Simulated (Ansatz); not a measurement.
OsO3S (OsSO3), 5 atoms. Hardware: 4 threads of Intel Xeon Platinum 8259CL on a shared host.

In the def2 sets Os takes a core potential; there is no spin–orbit coupling.

Q: How many basis functions does each of these Ansatz runs have, and roughly what does it cost? PBE0-D4/def2-SVP, charge 0 singlet, energy with a search over starts; B3LYP-D4/def2-TZVP, charge 0 singlet, energy, from earlier orbitals; PBE-D4/def2-TZVPD, charge -1 doublet at the geometry of the charge 0 singlet, energy, from earlier orbitals; PBE0-D4/def2-TZVP, charge 1 doublet at the geometry of the charge 0 singlet, energy, from earlier orbitals; r2SCAN-D4/def2-SVP, charge 0 singlet, relaxation, 6 steps; PBE0-D4/def2-TZVP, charge 0 triplet at the geometry of the charge 0 singlet, energy; r2SCAN-D4/def2-TZVPD, charge 0 singlet, energy, from earlier orbitals; PBE0-D4/def2-TZVP, charge 1 doublet, energy, from earlier orbitals; PBE0-D4/def2-TZVP, charge 0 singlet, energy and forces, from earlier orbitals; PBE0-D4/def2-SVP, charge 0 singlet, energy, from earlier orbitals; PBE0-D4/def2-TZVPD, charge -1 doublet at the geometry of the charge 0 singlet, energy, from earlier orbitals; PBE-D4/def2-SVP, charge 0 singlet, energy, from earlier orbitals.

A: Other jobs shared the machine, so times can vary by a factor of up to 3. A dash marks memory too small to be measured apart from the calling script's.

```
                                                                                                         run  functions  fitting or Cholesky vectors  wall time  peak host memory (GiB)
                                            PBE-D4/def2-SVP, charge 0 singlet, energy, from earlier orbitals         92                          931     0.75 s                       –
                                           PBE0-D4/def2-SVP, charge 0 singlet, energy, from earlier orbitals         92                          852      1.1 s                       –
                                        PBE0-D4/def2-SVP, charge 0 singlet, energy with a search over starts         92                          852      1.5 s                       –
                                         B3LYP-D4/def2-TZVP, charge 0 singlet, energy, from earlier orbitals        170                         1123      1.8 s                       –
                               PBE0-D4/def2-TZVP, charge 0 singlet, energy and forces, from earlier orbitals        170                         1142      2.8 s                       –
                                       r2SCAN-D4/def2-TZVPD, charge 0 singlet, energy, from earlier orbitals        209                         1218      3.7 s                       –
 PBE-D4/def2-TZVPD, charge -1 doublet at the geometry of the charge 0 singlet, energy, from earlier orbitals        209                         1218      8.5 s                    0.62
  PBE0-D4/def2-TZVP, charge 1 doublet at the geometry of the charge 0 singlet, energy, from earlier orbitals        170                         1142        9 s                    0.76
                                          PBE0-D4/def2-TZVP, charge 1 doublet, energy, from earlier orbitals        170                         1142        9 s                    0.77
                         PBE0-D4/def2-TZVP, charge 0 triplet at the geometry of the charge 0 singlet, energy        170                         1142       11 s                    0.79
                                                   r2SCAN-D4/def2-SVP, charge 0 singlet, relaxation, 6 steps         92                          931       12 s                       –
PBE0-D4/def2-TZVPD, charge -1 doublet at the geometry of the charge 0 singlet, energy, from earlier orbitals        209                         1290       14 s                     1.1
```
